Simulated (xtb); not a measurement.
xtb job for C₃H₆F₂Si, SMILES F/C(C)=C\[SiH2]F, GFN2-xTB. 

```
$ xtb mol.xyz --gfn 2 --sp --chrg 0 --uhf 0 --json
$ cat mol.xyz
12

C      2.55857430    -1.07513999     0.03454492
C      1.28707802    -0.34331403    -0.21592642
F      1.39183255     0.51345976    -1.26700997
C      0.13397062    -0.42668397     0.42988175
Si    -1.39166246     0.57208338    -0.01161590
F     -2.49865884     0.12293647     1.07361189
H      3.36160736    -0.36375141     0.22712519
H      2.83270487    -1.65124073    -0.84923822
H      2.45409972    -1.74248323     0.88363987
H      0.08601599    -1.11642763     1.25890696
H     -1.21327061     2.00124236     0.19467200
H     -1.95418409     0.20675521    -1.30290198
```

Program output:

```
[banner left out]
          |                Calculation Setup                |
           -------------------------------------------------



           -------------------------------------------------
          |                 G F N 2 - x T B                 |
           -------------------------------------------------

        Reference                      10.1021/acs.jctc.8b01176
      * Hamiltonian:
        H0-scaling (s, p, d)           1.850000    2.230000    2.230000
        zeta-weighting                 0.500000
      * Dispersion:
        s8                             2.700000
        a1                             0.520000
        a2                             5.000000
        s9                             5.000000
      * Repulsion:
        kExp                           1.500000    1.000000
        rExp                           1.000000
      * Coulomb:
        alpha                          2.000000
        third order                    shell-resolved
        anisotropic                    true
        a3                             3.000000
        a5                             4.000000
        cn-shift                       1.200000
        cn-exp                         4.000000
        max-rad                        5.000000


          ...................................................
          :                      SETUP                      :
          :.................................................:
          :  # basis functions                  36          :
          :  # atomic orbitals                  35          :
          :  # shells                           19          :
          :  # electrons                        36          :
          :  max. iterations                   250          :
          :  Hamiltonian                  GFN2-xTB          :
          :  restarted?                      false          :
          :  GBSA solvation                  false          :
          :  PC potential                    false          :
          :  electronic temp.          300.0000000     K    :
          :  accuracy                    1.0000000          :
          :  -> integral cutoff          0.2500000E+02      :
          :  -> integral neglect         0.1000000E-07      :
          :  -> SCF convergence          0.1000000E-05 Eh   :
          :  -> wf. convergence          0.1000000E-03 e    :
          :  Broyden damping             0.4000000          :
          :  net charge                          0          :
          :  unpaired electrons                  0          :
          ...................................................

 iter      E             dE          RMSdq      gap      omega  full diag
   1    -20.8146560 -0.208147E+02  0.568E+00    5.01       0.0  T
   2    -20.8787136 -0.640576E-01  0.316E+00    4.42       1.0  T
   3    -20.8864008 -0.768714E-02  0.239E+00    4.71       1.0  T
   4    -20.9117886 -0.253878E-01  0.108E+00    4.52       1.0  T
   5    -20.9120304 -0.241815E-03  0.608E-01    4.53       1.0  T
   6    -20.9121436 -0.113225E-03  0.177E-01    4.53       1.0  T
   7    -20.9122321 -0.884811E-04  0.859E-02    4.52       1.0  T
   8    -20.9122374 -0.528813E-05  0.154E-02    4.52       1.9  T
   9    -20.9122377 -0.338491E-06  0.583E-03    4.52       5.0  T
  10    -20.9122378 -0.495867E-07  0.316E-03    4.52       9.1  T
  11    -20.9122378 -0.138208E-08  0.122E-03    4.52      23.8  T
  12    -20.9122378 -0.499256E-08  0.156E-04    4.52     184.5  T
  13    -20.9122378 -0.144524E-10  0.653E-05    4.52     442.1  T

   *** convergence criteria satisfied after 13 iterations ***

         #    Occupation            Energy/Eh            Energy/eV
      -------------------------------------------------------------
         1        2.0000           -0.8417035             -22.9039
       ...           ...                  ...                  ...
        12        2.0000           -0.4952474             -13.4764
        13        2.0000           -0.4921267             -13.3914
        14        2.0000           -0.4870170             -13.2524
        15        2.0000           -0.4674737             -12.7206
        16        2.0000           -0.4380162             -11.9190
        17        2.0000           -0.4197002             -11.4206
        18        2.0000           -0.4092012             -11.1349 (HOMO)
        19                         -0.2431790              -6.6172 (LUMO)
        20                         -0.1836676              -4.9978
        21                         -0.1697860              -4.6201
        22                         -0.1106332              -3.0105
        23                         -0.0297359              -0.8092
       ...                                ...                  ...
        35                          0.8824354              24.0123
      -------------------------------------------------------------
                  HL-Gap            0.1660222 Eh            4.5177 eV
             Fermi-level           -0.3261901 Eh           -8.8761 eV

 SCC (total)                   0 d,  0 h,  0 min,  0.015 sec
 SCC setup                      ...        0 min,  0.000 sec (  1.260%)
 Dispersion                     ...        0 min,  0.000 sec (  1.004%)
 classical contributions        ...        0 min,  0.000 sec (  0.269%)
 integral evaluation            ...        0 min,  0.002 sec ( 15.104%)
 iterations                     ...        0 min,  0.008 sec ( 51.463%)
 molecular gradient             ...        0 min,  0.004 sec ( 29.416%)
 printout                       ...        0 min,  0.000 sec (  1.329%)

         :::::::::::::::::::::::::::::::::::::::::::::::::::::
         ::                     SUMMARY                     ::
         :::::::::::::::::::::::::::::::::::::::::::::::::::::
         :: total energy             -20.719852244390 Eh    ::
         :: gradient norm              0.000082824846 Eh/a0 ::
         :: HOMO-LUMO gap              4.517694605860 eV    ::
         ::.................................................::
         :: SCC energy               -20.912234708817 Eh    ::
         :: -> isotropic ES            0.039794507967 Eh    ::
         :: -> anisotropic ES          0.001241044486 Eh    ::
         :: -> anisotropic XC          0.001419798045 Eh    ::
         :: -> dispersion             -0.006592818848 Eh    ::
         :: repulsion energy           0.192382464426 Eh    ::
         :: add. restraining           0.000000000000 Eh    ::
         :: total charge               0.000000000000 e     ::
         :::::::::::::::::::::::::::::::::::::::::::::::::::::

           -------------------------------------------------
          |                Property Printout                |
           -------------------------------------------------

    * Orbital Energies and Occupations

         #    Occupation            Energy/Eh            Energy/eV
      -------------------------------------------------------------
         1        2.0000           -0.8417035             -22.9039
       ...           ...                  ...                  ...
         6        2.0000           -0.5721000             -15.5676
         7        2.0000           -0.5348754             -14.5547
         8        2.0000           -0.5348194             -14.5532
         9        2.0000           -0.5133755             -13.9697
        10        2.0000           -0.5039732             -13.7138
        11        2.0000           -0.5016001             -13.6492
        12        2.0000           -0.4952474             -13.4764
        13        2.0000           -0.4921267             -13.3914
        14        2.0000           -0.4870170             -13.2524
        15        2.0000           -0.4674737             -12.7206
        16        2.0000           -0.4380162             -11.9190
        17        2.0000           -0.4197002             -11.4206
        18        2.0000           -0.4092012             -11.1349 (HOMO)
        19                         -0.2431790              -6.6172 (LUMO)
        20                         -0.1836676              -4.9978
        21                         -0.1697860              -4.6201
        22                         -0.1106332              -3.0105
        23                         -0.0297359              -0.8092
        24                         -0.0180834              -0.4921
        25                          0.0419211               1.1407
        26                          0.1266962               3.4476
        27                          0.1583250               4.3082
        28                          0.2025265               5.5110
        29                          0.2028605               5.5201
       ...                                ...                  ...
        35                          0.8824354              24.0123
      -------------------------------------------------------------
                  HL-Gap            0.1660222 Eh            4.5177 eV
             Fermi-level           -0.3261901 Eh           -8.8761 eV

     #   Z          covCN         q      C6AA      α(0)
     1   6 C        3.755    -0.119    22.842     6.815
     2   6 C        2.762     0.161    24.500     8.106
     3   9 F        0.788    -0.240    11.662     4.034
     4   6 C        2.790    -0.175    32.559     9.347
     5  14 Si       3.444     0.546   102.234    19.726
     6   9 F        0.705    -0.288    12.195     4.123
     7   1 H        0.925     0.069     2.091     2.261
     8   1 H        0.925     0.069     2.092     2.262
     9   1 H        0.925     0.056     2.243     2.342
    10   1 H        0.926     0.053     2.277     2.360
    11   1 H        0.920    -0.067     4.522     3.326
    12   1 H        0.920    -0.067     4.529     3.328

 Mol. C6AA /au·bohr⁶  :       1770.882500
 Mol. C8AA /au·bohr⁸  :      52605.935393
 Mol. α(0) /au        :         68.029181


Wiberg/Mayer (AO) data.
largest (>0.10) Wiberg bond orders for each atom

 ---------------------------------------------------------------------------
     #   Z sym  total        # sym  WBO       # sym  WBO       # sym  WBO
 ---------------------------------------------------------------------------
     1   6 C    3.993 --     2 C    1.029     9 H    0.984     7 H    0.964
                             8 H    0.963
     2   6 C    3.879 --     4 C    1.865     1 C    1.029     3 F    0.946
     3   9 F    1.084 --     2 C    0.946
     4   6 C    3.967 --     2 C    1.865    10 H    0.969     5 Si   0.904
     5  14 Si   3.812 --     6 F    1.073     4 C    0.904    11 H    0.888
                            12 H    0.888
     6   9 F    1.166 --     5 Si   1.073
     7   1 H    0.995 --     1 C    0.964
     8   1 H    0.995 --     1 C    0.963
     9   1 H    0.997 --     1 C    0.984
    10   1 H    0.997 --     4 C    0.969
    11   1 H    0.995 --     5 Si   0.888
    12   1 H    0.995 --     5 Si   0.888
 ---------------------------------------------------------------------------

Topologies differ in total number of bonds
Writing topology from bond orders to xtbtopo.mol

molecular dipole:
                 x           y           z       tot (Debye)
 q only:        0.542      -0.270       0.043
   full:        0.793      -0.389       0.061       2.251
molecular quadrupole (traceless):
                xx          xy          yy          xz          yz          zz
 q only:       -0.422      -3.848       2.363       5.352       0.456      -1.940
  q+dip:       -0.843      -3.934       2.941       6.235       1.189      -2.098
   full:       -0.726      -4.028       2.841       6.140       1.023      -2.115


           -------------------------------------------------
Note: The following floating-point exceptions are signalling: IEEE_UNDERFLOW_FLAG IEEE_DENORMAL
normal termination of xtb
          | TOTAL ENERGY              -20.719852244390 Eh   |
          | GRADIENT NORM               0.000082824846 Eh/α |
          | HOMO-LUMO GAP               4.517694605860 eV   |
           -------------------------------------------------

------------------------------------------------------------------------
------------------------------------------------------------------------
 total:
 SCF:
```

The run converged.
